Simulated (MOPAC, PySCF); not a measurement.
H14Ge6, SMILES `[GeH3][GeH2][GeH2][GeH2][GeH2][GeH3]`, neutral singlet in the gas phase. 

Cartesian coordinates (Å):
SMILES: [GeH3][GeH2][GeH2][GeH2][GeH2][GeH3]
```xyz
20

Ge     3.9420    -1.2662    -0.2928
Ge     3.0735     0.7534     0.7292
Ge     1.0706     1.5201    -0.4054
Ge     0.1763     3.5368     0.6040
Ge    -1.9364     4.1865    -0.3963
Ge    -2.7751     6.2399     0.5829
H      5.2060    -1.7609     0.4356
H      2.8743    -2.3746    -0.2409
H      4.2941    -0.9929    -1.7668
H      2.7381     0.4864     2.2111
H      4.1410     1.8659     0.6814
H      0.0008     0.4090    -0.3550
H      1.3909     1.7926    -1.8900
H     -0.0330     3.3005     2.1146
H      1.1993     4.6814     0.4479
H     -1.7467     4.3704    -1.9162
H     -2.9568     3.0491    -0.1837
H     -4.1901     6.5668     0.0691
H     -2.8252     6.1023     2.1159
H     -1.8356     7.4065     0.2257
```
Charge 0, spin multiplicity 1.

All levels are single points at this geometry (PBE0-D3(BJ)/def2-SVP); Pople sets use spherical d functions. Orbital energies aren't observables, and empty levels follow the basis.

PM6 in MOPAC gives dipole (D) = 0.02.

Q: Estimate the dipole (D) from each of these levels: PBE-D3(BJ)/def2-TZVP in PySCF; PBE0-D3(BJ)/def2-TZVP in PySCF; B3LYP/6-31G* in PySCF; B3LYP/LANL2DZ in PySCF; M06-2X/6-31G* in PySCF; PBE/6-31G* in PySCF; HF/3-21G in PySCF; HF/6-31G* in PySCF; HF/STO-3G in PySCF; AM1 in MOPAC; PM3 in MOPAC; PM7 in MOPAC.

A: 
```
level                           dipole (D)
------------------------------  ----------
PBE-D3(BJ)/def2-TZVP in PySCF         0.00
PBE0-D3(BJ)/def2-TZVP in PySCF        0.00
B3LYP/6-31G* in PySCF                 0.01
B3LYP/LANL2DZ in PySCF                0.01
M06-2X/6-31G* in PySCF                0.01
PBE/6-31G* in PySCF                   0.01
HF/3-21G in PySCF                     0.01
HF/6-31G* in PySCF                    0.01
HF/STO-3G in PySCF                    0.01
AM1 in MOPAC                          3.04
PM3 in MOPAC                          0.01
PM7 in MOPAC                          0.03
```
